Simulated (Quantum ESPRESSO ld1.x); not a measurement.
Species: Mo34+. Configuration: [He] 2s2 2p4.

Calculated with ld1.x of Quantum ESPRESSO 7.5: scalar-relativistic Kohn-Sham, revPBE, spin-unpolarised, spherical densities, point nucleus.

Energy parts (eV):
| part | energy |
|---|---|
| total | -79434.2 |
| kinetic | 82582.1 |
| electron-nucleus | -168226.7 |
| Hartree | 7781.9 |
| exchange-correlation | -1571.4 |

Orbitals (lengths in bohr, moments of r in powers of bohr):
| orbital | occ. | eigenvalue (eV) | <1/r> | <r^4> |
|---|---|---|---|---|
| 1s | 2 | -22103.5 | 43.62 | 7.116e-06 |
| 2s | 2 | -4814.16 | 10.20 | 0.001111 |
| 2p | 4 | -4565.32 | 9.890 | 0.0007575 |
| 3s | 0 | -1996.49 | 4.263 | 0.02829 |
| 3p | 0 | -1918.81 | 4.151 | 0.02544 |

The highest occupied level is 2p at -4565.3 eV. For comparison, the ionisation energy in NIST's Atomic Spectra Database is 4618 eV (semi-empirical). In exact Kohn-Sham theory the highest level is minus the ionisation energy, but local and semilocal functionals leave it too shallow, through self-interaction and a potential that decays too fast; potentials with the right tail come closer. Summed over all electrons, <r^2> = 0.1342 bohr^2, which gives a Langevin (diamagnetic) susceptibility term of -0.106 x 10^-6 cm^3/mol.

Beside tabulated values, note that spin-unpolarised runs miss the spin-polarisation part of the exchange energy of open shells.
